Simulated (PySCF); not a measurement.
**As (arsenic, neutral) across methods**

[Ar] 3d10 4s1 4p3 5s1, high-spin 6S determinant (an excited configuration). All numbers are calculated (PySCF 2.14, the spin-free X2C one-electron Hamiltonian (Gaussian nucleus), in aug-cc-pVDZ-DK). The B2PLYP total includes its PT2 part (frozen core); its orbital energies are those of the SCF part.

| method | E (hartree) | mean ε 4s α (eV) | mean ε 4p α (eV) | mean ε 5s α (eV) | Σ⟨r²⟩ (bohr²) | ⟨S²⟩ |
| --- | --- | --- | --- | --- | --- | --- |
| wB97X-V | -2259.911 | -25.086 | -13.402 | -3.269 | 60.31 | 8.751 |
| PBE0 | -2259.854 | -22.326 | -11.194 | -2.133 | 60.18 | 8.751 |
| B2PLYP | -2259.685 | -24.462 | -12.265 | -2.358 | 60.41 | 8.751 |
| B3LYP | -2260.146 | -21.724 | -10.744 | -1.971 | 60.12 | 8.751 |
| r2SCAN | -2260.110 | -21.097 | -10.401 | -1.725 | 60.15 | 8.752 |
| PBE | -2259.802 | -20.033 | -9.857 | -1.704 | 60.09 | 8.751 |
| LDA | -2256.656 | -20.148 | -9.928 | -1.848 | 59.84 | 8.751 |
| TPSSh | -2260.060 | -21.151 | -10.468 | -1.835 | 60.27 | 8.751 |
| UHF | -2258.50334 | -28.511 | -14.645 | -3.116 | 60.87 | 8.752 |

The outer electron is Rydberg-like, and this basis confines it to a smaller radius and binds it less than a complete one would.
